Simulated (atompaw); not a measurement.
# Sb: PAW (atompaw) pseudisation with PBE, scalar-relativistic reference atom.

antimony, PAW, made with atompaw 4.2.0.5 (PBE, scalar-relativistic). Core [Ar] 3d10 4s2, reference 4p6 4d10 5s2 5p3. Waves: 5s (bound): rc 2.15 bohr; 5s channel at 1.9 Ry: rc 2.15 bohr; 4p (bound): rc 1.00 bohr; 5p (bound): rc 2.15 bohr; 4d (bound): rc 1.40 bohr; 4d channel at 0.4 Ry: rc 2.15 bohr; 4f channel at 0.25 Ry: rc 1.65 bohr; 4f channel at 0.75 Ry: rc 2.15 bohr. Local part: troulliermartins scheme with l = 4 at -0.5 Ry, radius 1.95 bohr. Core correction: smooth core density matched at 2.15 bohr. Augmentation charge: sinc compensation charge, radius 2.10 bohr; PAW radius 2.15 bohr; waves and projectors: custom polynom vanderbiltortho.

All-electron outer shells of the reference configuration (PBE, scalar-relativistic, ld1.x):

```
shell  level (eV)  outermost node (bohr)  outermost maximum (bohr)
   3d     -515.87                      –                      0.24
   4s     -148.83                   0.39                      0.73
   4p     -101.79                   0.39                      0.76
   4d      -33.51                   0.38                      0.84
   5s      -12.83                   0.95                      1.90
   5p       -4.83                   1.04                      2.35
```

Results:

* Cutoffs needed: 90 Ry and 140 Ry (the cutoffs (Ry, on a coarse ladder) from which the occupation-weighted sum of valence levels, in a spherical-Bessel basis at the reference potential, stays within 10 and 1 mRy of its value at 400 Ry)
* Ghost test: ghost state, extra bound levels that the all-electron valence spectrum of the same l lacks: s at -875.7 eV; a true bound ghost makes a file unfit for plane-wave use (spherical-Bessel basis up to 400 Ry, 20 bohr box)
* Lowest eigenvalue of the overlap operator: 0.01 (s channel)
* Overlap eigenvalues printed by atompaw (projector basis): 1.64e-05, 0.0961, 0.442, 0.765, 64.6, 112, 330, 4.22e+03
* Share of each valence orbital outside the PAW sphere: 5s 49 %, 4p 0 %, 5p 73 %, 4d 2 %

Generation and tests took about 5.1 s on one core of a shared server CPU.
